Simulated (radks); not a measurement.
Trend from Mg4+ to Ar4+: ionisation energy by Delta-SCF between NIST ground configurations, and size. Method: scalar-relativistic Kohn-Sham, PBEsol, spin-polarised, spherical densities, finite nucleus; open shells are filled with parallel spins first; Fermi nuclear charge, rms radius of each element as measured or else 0.836 A^(1/3) + 0.57 fm; computed with a radial shooting solver on a logarithmic mesh with Libxc functionals.

species	configuration	configuration of the ion	IE (eV)	NIST (eV)	kind	-e(HOMO) (eV)	outermost	<r> outermost (bohr)
Mg4+	[He] 2s2 2p4	[He] 2s2 2p3	140.54	141.33	semi-emp.	124.78 (2p)	2s	0.654
Al4+	[He] 2s2 2p5	[He] 2s2 2p4	154.03	153.83	semi-emp.	136.75 (2p)	2s	0.606
Si4+	[Ne]	[He] 2s2 2p5	166.91	166.77	exp.	148.35 (2p)	2s	0.565
P4+	[Ne] 3s1	[Ne]	65.355	65.025	exp.	59.480 (3s)	3s	1.59
S4+	[Ne] 3s2	[Ne] 3s1	72.310	72.595	exp.	65.853 (3s)	3s	1.47
Cl4+	[Ne] 3s2 3p1	[Ne] 3s2	67.496	67.7	semi-emp.	60.310 (3p)	3p	1.44
Ar4+	[Ne] 3s2 3p2	[Ne] 3s2 3p1	74.806	74.8	semi-emp.	66.852 (3p)	3p	1.33

Reference values: NIST Atomic Spectra Database (exp. = measured, semi-emp. = semi-empirical, theory = theoretical value adopted there). Open shells are spherical and high-spin; term and fine-structure splittings are not resolved.
